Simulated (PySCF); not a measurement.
Geometry:
```
atom   x (Å)   y (Å)   z (Å)
  C1   2.665   0.073   0.429
  C2   1.635   0.194  -0.390
  C3   0.229   0.456   0.027
  C4  -0.719  -0.652  -0.371
  S5  -2.379  -0.029   0.124
  O6  -2.527   1.226  -0.613
  O7  -2.291   0.142   1.572
  O8  -3.317  -1.072  -0.292
  H9   2.550   0.180   1.496
 H10   3.663  -0.137   0.077
 H11   1.784   0.074  -1.458
 H12  -0.152   1.364  -0.450
 H13   0.152   0.590   1.107
 H14  -0.753  -0.822  -1.443
 H15  -0.545  -1.580   0.163
```

Total charge -1.

Geometry: GFN2-xTB; GIAO shifts from PySCF 2.14, gas phase, non-relativistic, averaged over equivalent atoms.

At CAM-B3LYP/cc-pVDZ (151 basis functions, 30 s wall time on 1 thread of an Arm Neoverse V2, shared host):
```csv
atoms,δ (ppm)
C2,149.3
C1,106.4
C4,59.4
C3,37.8
O8,201.9
O6/O7,194.3
H11,6.12
H9,4.82
H10,4.42
H12/H13,2.80
H14/H15,1.58
```

Referencing at the same level of theory: ¹³C (σ = 198.50 ppm) and ¹H (σ = 31.79 ppm) against TMS; ¹⁷O (σ = 348.70 ppm) vs H2O.

**Question.** Estimate the result of repeating the calculation with PBE0/pcSseg-1.

**Answer.** 
```csv
atoms,δ at PBE0/pcSseg-1,change
C2,156.9,+7.6
C1,111.9,+5.5
C4,59.6,+0.2
C3,38.9,+1.1
O8,221.4,+19.5
O6/O7,214.6,+20.3
H11,6.21,+0.09
H9,4.97,+0.15
H10,4.63,+0.21
H12/H13,2.97,+0.17
H14/H15,1.91,+0.33
```

δ = σ(ref) − σ, references computed at the same level: ¹³C (σ = 186.93 ppm), ¹H (σ = 31.72 ppm) against TMS; H2O for ¹⁷O (σ = 336.08 ppm).

The largest change is at O6/O7 (oxygen of an anionic S–O group). Cost: 178 basis functions, 21 s wall time on 1 thread of an Arm Neoverse V2, shared host. The order of the carbon signals is the same at both levels.

Experimental scales use liquid or dissolved standards, which lie at an offset from isolated H2O (liquid H2O: subtract about 36 ppm).
